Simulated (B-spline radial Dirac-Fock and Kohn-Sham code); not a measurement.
## X-ray form factors of xenon in several charge states

These are calculated numbers from a B-spline atomic structure program; the model is Dirac-Fock orbitals of the configuration average with a finite nucleus.

Configurations: Xe²³⁺ [Ar] 3d10 4s2 4p1; Xe²⁴⁺ [Ar] 3d10 4s2; Xe²⁸⁺ [Ar] 3d8; Xe²⁹⁺ [Ar] 3d7; Xe³⁰⁺ [Ar] 3d6; Xe³¹⁺ [Ar] 3d5. The first column is f₀ of Xe²³⁺, the others are differences from it.

```
s (Å⁻¹)   Xe²³⁺  Δ Xe²⁴⁺  Δ Xe²⁸⁺  Δ Xe²⁹⁺  Δ Xe³⁰⁺  Δ Xe³¹⁺
      0  31.000   -1.000   -5.000   -6.000   -7.000   -8.000
   0.05  30.941   -0.991   -4.970   -5.968   -6.966   -7.964
    0.1  30.765   -0.963   -4.879   -5.871   -6.864   -7.856
   0.15  30.477   -0.919   -4.733   -5.715   -6.698   -7.681
    0.2  30.083   -0.860   -4.536   -5.504   -6.473   -7.444
   0.25  29.593   -0.788   -4.295   -5.246   -6.198   -7.153
    0.3  29.016   -0.707   -4.019   -4.949   -5.882   -6.817
   0.35  28.365   -0.620   -3.717   -4.623   -5.532   -6.446
    0.4  27.653   -0.530   -3.399   -4.278   -5.161   -6.050
   0.45  26.893   -0.441   -3.074   -3.923   -4.778   -5.639
    0.5  26.095   -0.354   -2.751   -3.568   -4.392   -5.224
    0.6  24.438   -0.200   -2.140   -2.887   -3.645   -4.412
    0.7  22.761   -0.081   -1.612   -2.285   -2.971   -3.668
    0.8  21.120   -0.002   -1.192   -1.789   -2.399   -3.024
    0.9  19.551   +0.041   -0.883   -1.402   -1.938   -2.489
      1  18.073   +0.054   -0.670   -1.116   -1.578   -2.058
    1.1  16.691   +0.047   -0.534   -0.910   -1.303   -1.713
    1.2  15.405   +0.029   -0.450   -0.762   -1.091   -1.437
    1.4  13.108   -0.012   -0.362   -0.564   -0.782   -1.016
    1.6  11.164   -0.036   -0.295   -0.415   -0.548   -0.695
```
